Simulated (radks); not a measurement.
Ionisation of the zinc ion Zn2+, [Ar] 3d10, to [Ar] 3d9 as the strength of local exchange is varied. Calculated with a radial shooting solver on a logarithmic mesh with Libxc functionals: scalar-relativistic Kohn-Sham, Slater X-alpha exchange (alpha = 2/3 is LDA exchange), no correlation, spin-unpolarised, spherical densities, finite nucleus; Fermi nuclear charge, rms radius 3.9283 fm.

| alpha | E(Zn2+) (hartree) | exchange (hartree) | IE (eV) | -e of the level emptied (eV) | <r> of it (bohr) |
|---|---|---|---|---|---|
| 0.583 | -1781.44419 | -57.15201 | 37.050 | 27.717 (3d) | 0.9021 |
| 0.646 | -1787.63660 | -63.56320 | 38.641 | 29.116 (3d) | 0.8891 |
| 0.667 | -1789.70584 | -65.71038 | 39.181 | 29.594 (3d) | 0.8848 |
| 0.687 | -1791.67891 | -67.76000 | 39.701 | 30.053 (3d) | 0.8809 |
| 0.828 | -1805.65456 | -82.33947 | 43.497 | 33.435 (3d) | 0.8542 |
| 0.906 | -1813.43493 | -90.50185 | 45.696 | 35.410 (3d) | 0.8404 |

NIST Atomic Spectra Database: 39.723 eV (measured). The Delta-SCF value meets it near alpha = 0.69. Spin polarisation and multiplet splitting are left out, so open shells lie too high by an amount that depends on their filling.

Beside tabulated values, note that spin-unpolarised runs miss the spin-polarisation part of the exchange energy of open shells.
